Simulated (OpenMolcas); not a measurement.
## F+: effect of the IPEA shift

* Program: OpenMolcas 26.06
* Basis: ANO-R3 [4s4p2d1f]
* Scalar Hamiltonian: X2C, finite nucleus
* Active space: 4 electrons in 9 orbitals (RAS2 2p; RAS3 3s 3d, at most 1 electron)
* State averaging: 2S+1 = 3 even, 3 roots; 2S+1 = 1 even, 6 roots; 2S+1 = 5 odd, 1 root; 2S+1 = 3 odd, 9 roots; 2S+1 = 1 odd, 8 roots
* Spin-orbit coupling: state interaction with AMFI integrals over the reference wave functions, term energies averaged over their components

Methods on the same reference wave functions:
A. RASSCF
B. SS-RASPT2, IPEA 0 Eh, imaginary shift 0.1 Eh (closed shells correlated: 1s 2s)
C. SS-RASPT2, IPEA 0.25 Eh, imaginary shift 0.1 Eh (closed shells correlated: 1s 2s)

Energies in cm-1 above 2s2 2p4 3P2, the measured ground level; measured values from NIST Handbook of Basic Atomic Spectroscopic Data.

```json
{"Level": "2s2 2p4 3P2", "A": "0.0", "B": "0.0", "C": "0.0", "Measured": "0.0"}
{"Level": "2s2 2p4 3P1", "A": "319", "B": "319", "C": "319", "Measured": "341"}
{"Level": "2s2 2p4 3P0", "A": "473", "B": "473", "C": "473", "Measured": "490"}
{"Level": "2s2 2p4 1D2", "A": "22802", "B": "21240", "C": "21030", "Measured": "20873"}
{"Level": "2s2 2p4 1S0", "A": "56517", "B": "49940", "C": "50130", "Measured": "44918"}
{"Level": "2s2 2p3 3s 5S* 2", "A": "168786", "B": "113330", "C": "123880", "Measured": "176494"}
{"Level": "2s2 2p3 3s 3S* 1", "A": "175394", "B": "179220", "C": "179380", "Measured": "182864"}
{"Level": "2s2 2p3 3s 3D* 1", "A": "208062", "B": "209870", "C": "210080", "Measured": "211900"}
{"Level": "2s2 2p3 3s 3D* 2", "A": "208064", "B": "209870", "C": "210080", "Measured": "211887"}
{"Level": "2s2 2p3 3s 3D* 3", "A": "208068", "B": "209880", "C": "210090", "Measured": "211866"}
{"Level": "2s2 2p3 3s 1D* 2", "A": "210895", "B": "212960", "C": "212950", "Measured": "215070"}
{"Level": "2s2 2p3 3s 3P* 0", "A": "232949", "B": "229920", "C": "230590", "Measured": "229554"}
{"Level": "2s2 2p3 3s 3P* 1", "A": "232952", "B": "229920", "C": "230590", "Measured": "229552"}
{"Level": "2s2 2p3 3s 3P* 2", "A": "232958", "B": "229930", "C": "230600", "Measured": "229550"}
{"Level": "2s2 2p3 3s 1P* 1", "A": "235758", "B": "232920", "C": "233380", "Measured": "227228"}
```

Deviations, from unrounded energies. A percentage is the sum of absolute deviations over the sum of measured energies, with the sign that they share, or ± where signs differ.

| Against measurement | Levels | A | B | C |
| --- | --- | --- | --- | --- |
| mean absolute deviation (cm-1) | 14 | 4500 | 6200 | 5600 |
| fine structure of the ground term (%) | 2 | -4.7 | -4.7 | -4.7 |
| other terms of the ground configuration (%) | 2 | +20.6 | +8.2 | +8.2 |
| other configurations (%) | 10 | ±2.3 | ±3.8 | ±3.4 |

A lies closest to measurement on these levels and B furthest from it. The largest miss of A in the table is 2s2 2p4 1S0, by +12000 cm-1. The ranking rests on the paired levels alone, and a cruder setting can come out closer through cancelling errors.

Between B and C the level of the table that moves most is 2s2 2p3 3s 5S* 2, by 11000 cm-1 (lowest in B, highest in C). Moves below CASPT2's spread within the term are not significant.

From A to B the spin-free energies of the other terms of 2s2 2p4 shown, above 3P, scale by factors of 0.88 to 0.93.

The lowest spin-free term lies below A's lowest term by 0.151 hartree in B, 0.148 hartree in C.

CASPT2 breaks the degeneracy within a term, and the mean is taken; among the terms shown or strongly mixed into the levels shown the widest spread is 260 cm-1 (2s2 2p3 3s 3D*, C). Over all roots computed the reference weight is 0.89 to 0.98 in B, 0.88 to 0.98 in C; the roots of lowest weight are the least certain, and an intruder state may touch them. ANO sets are built for valence states and can reach diffuse excited orbitals poorly. With the s shell closed, the reference lacks s² → p² mixing. Without dynamic correlation excited terms often stand tens of per cent too high (terms of higher spin than the ground term too low), and those without a measured partner can miss by more than the paired ones (holds for A). Measured partners are found by configuration, term and J. A level has none where our copy of the source lacks it or the pairing is in doubt (some pairs that miss far off the trend of their configuration count as doubtful), and it then counts in no deviation. Levels of configurations outside the active space are missing.

* marks odd parity.
